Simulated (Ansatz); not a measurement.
# Forces away from equilibrium

SiHSeO (SMILES O=[Si-][SeH]) (charge -1), closed shell, displaced at random from a GFN2-xTB minimum.

```
4
angstrom
O -1.1476 0.6542 1.2157
Si -1.3428 -0.4007 0.2754
Se 1.0054 -0.7838 -1.0636
H 1.5853 0.4225 -0.4239
```

Program: Ansatz 0.2.0. Basis: def2-TZVPPD. Cores are frozen in the correlated methods. Filled d shells of the heavier atoms are correlated. The def2 sets are not built for correlating such inner shells, so the correlated values are less sure here.

CCSD(T) forces from the calculation:
```
atom      Fx      Fy  Fz (eV/Å)
  O1   1.155   6.327      5.609
 Si2  -0.900  -6.371     -5.750
 Se3  -0.128   0.342      0.275
  H4  -0.126  -0.298     -0.135
```

Root-mean-square difference of the force components from those of CCSD(T): PBE0-D4 0.263; wB97M-V 0.270; r2SCAN-D4 0.131; PBE-D4 0.201; CAM-B3LYP-D4 0.392; revPBE-D4 0.286 eV/Å.

T1 diagnostic: at most 0.015. These are differences at one structure, and CCSD(T) in triple zeta is itself an approximation.

For scale, one of the runs: CCSD(T)/def2-TZVPPD forces, 162 basis functions (an equivalent command: `ansatz run in.yaml --threads 4`). Time: 110 s of wall clock on 4 CPU threads; the host was shared. Peak host memory: 2.1 GiB.
